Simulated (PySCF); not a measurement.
Species: C₇H₁₃B.
SMILES: `BC[C@H]1CCC(=C)C1`

The closed-shell ground state was solved at several levels (PySCF, density fitting, gas phase, non-relativistic). Geometry: PBE0-D3(BJ)/def2-SVP, one conformer, isolated molecule.

```json
{"level": "PBE0/pcSseg-1", "basis functions": "201", "total energy (Eh)": "-298.9640", "HOMO (eV)": "-6.90", "LUMO (eV)": "-1.25", "gap (eV)": "5.65", "dipole (D)": "0.90"}
{"level": "CAM-B3LYP/pcSseg-1", "basis functions": "201", "total energy (Eh)": "-299.1574", "HOMO (eV)": "-8.22", "LUMO (eV)": "-0.14", "gap (eV)": "8.08", "dipole (D)": "0.87"}
```

Task: Estimate the row for B3LYP/def2-SVPD, a basis of 264 functions; the other rows only guide the guess.

Result: Total energy -299.1867 Eh, HOMO -6.70 eV, LUMO -1.51 eV, gap 5.19 eV, dipole 0.92 D.

Task: Over all these levels, which gives the widest orbital gap and which the narrowest?

Result: CAM-B3LYP/pcSseg-1 (range-separated hybrid) has the widest, 8.08 eV, and B3LYP/def2-SVPD (global hybrid, 20 % exact exchange) the narrowest, 5.19 eV. Functional and basis both differ between the two, so the spread mixes both effects.

Task: How far do the dipole and the HOMO energy spread over the levels?

Result: The dipole runs from 0.87 to 0.92 D (mean 0.90 D) and the HOMO from -8.22 to -6.70 eV.
